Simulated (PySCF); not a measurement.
## C₆ coefficients of unlike pairs at UHF

Calculated with PySCF 2.14 from the dipole response of each species, C₆(A,B) = (3/π) ∫ α_A(iu) α_B(iu) du, in atomic units, from isotropic polarisabilities. For ions this is the dispersion term alone; charge-induced terms of lower order in 1/R come first.

| species | configuration | basis | relativity | α (bohr³) | C₆ (like pair) |
| --- | --- | --- | --- | --- | --- |
| V⁺ | [Ar] 3d4 (5D) | dyall-av2z (16s12p7d2f) | none | 10.86 | 39.17 |
| C³⁺ | [He] 2s1 (2S) | dyall-acv3z (15s9p4d2f) | spin-free X2C | 3.479 | 2.885 |
| F | [He] 2s2 2p5 (2P) | dyall-acv3z (15s9p4d2f) | spin-free X2C | 3.071 | 8.027 |
| Kr²⁺ | [Ar] 3d10 4s2 4p4 (3P) | aug-cc-pwCVTZ-PP with ECP10MDF (8s7p6d4f1g) | core potential | 7.438 | 36.89 |

(1) Estimate C₆ for Kr²⁺ with F.

No spin-orbit coupling is included.

The other pairs:

| pair | C₆ |
| --- | --- |
| Kr²⁺, C³⁺ | 9.265 |
| C³⁺, V⁺ | 10.18 |
| F, C³⁺ | 4.072 |
| Kr²⁺, V⁺ | 37.28 |
| F, V⁺ | 17.05 |

## Answers

(1) The integral gives 17.05. The combination rule 2 C_A C_B / (C_A α_B/α_A + C_B α_A/α_B) gives 17.08 and the geometric mean 17.21.
